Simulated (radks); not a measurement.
Results of a calculation; reference values are marked as such.
Question: Numerical settings for the chlorine ion Cl+, [Ne] 3s2 3p4. Level of theory: non-relativistic Kohn-Sham, SCAN, spin-unpolarised, spherical densities, point nucleus; meta-GGA in the generalised Kohn-Sham scheme (a radial shooting solver on a logarithmic mesh with Libxc functionals). The defaults (mesh step 0.008 in ln r, mesh end at 40 bohr or more with all orbitals vanishing there, Anderson mixing 0.5 over 9 steps, residual threshold near 1e-9 with the energy settled to 1e-9 hartree or 1e-11 of itself, here a cap of 65 iterations) give E = -459.654 hartree and 3p at -19.746 eV in 15 iterations. Run on one thread of a shared host, so times are rough (Intel(R) Xeon(R) 6975P-C): 0.05 s of CPU time, 0.05 s wall, 15 iterations on 2476 mesh points. One setting is changed at a time: mesh step in ln r 0.12; mesh step in ln r 0.2; mesh step in ln r 0.08; mesh end (bohr) 8; mesh end (bohr) 12; residual threshold 0.001; residual threshold 1e-16; mixing 2.5; linear mixing, mixing 0.5; linear mixing, mixing 0.8; mixing history 2; iteration cap 2. Which runs fail to converge, and which converge to a wrong energy?

Answer: Not converged within the cap: mesh step in ln r 0.12; mesh step in ln r 0.2; mesh step in ln r 0.08; residual threshold 1e-16; iteration cap 2. No run marked as converged misses the energy by more than 1 mhartree.
